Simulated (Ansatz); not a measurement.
Pt2H⁻ (the lowest singlet isomer of a short search) was relaxed with PBE-D4 (def2-TZVPD) in Ansatz in these states: charge -1 quintet, charge -1 triplet. The geometries follow in no particular order.

In the def2 sets Pt takes a core potential; there is no spin–orbit coupling.

A:

```xyz
3

Pt   -0.478   -0.752    0.416
Pt    1.519   -0.051   -0.705
H    -1.041    0.804    0.288
```

B:

```xyz
3

Pt    0.371   -0.109    0.457
Pt   -1.968   -0.410   -0.121
H     1.597    0.519   -0.335
```

**Question.** Judge from the bond lengths which geometry belongs to which state (an estimate).

**Answer.** A is the charge -1 quintet (Pt1–H3 1.660 Å, Pt1–Pt2 2.395 Å); B is the charge -1 triplet (Pt1–H3 1.588 Å, Pt1–Pt2 2.428 Å).

At PBE-D4/def2-TZVPD the highest occupied level of the charge -1 quintet lies above zero (up to 1.00 eV). It is a level of α spin, whose loss leaves a quartet; that state wasn't run at this geometry and level. The electron is either unbound and held by the finite basis, or the level is raised by self-interaction error. At PBE-D4/def2-TZVPD the highest occupied level of the charge -1 triplet lies above zero (up to 0.05 eV). It is a level of β spin, whose loss leaves a quartet; that state wasn't run at this geometry and level. The electron is either unbound and held by the finite basis, or the level is raised by self-interaction error. At PBE0-D4/def2-TZVPD a triplet lies 1.74 eV below the charge -1 quintet. These are the stationary points nearest to one start from a short search; other shapes may lie lower in each state.
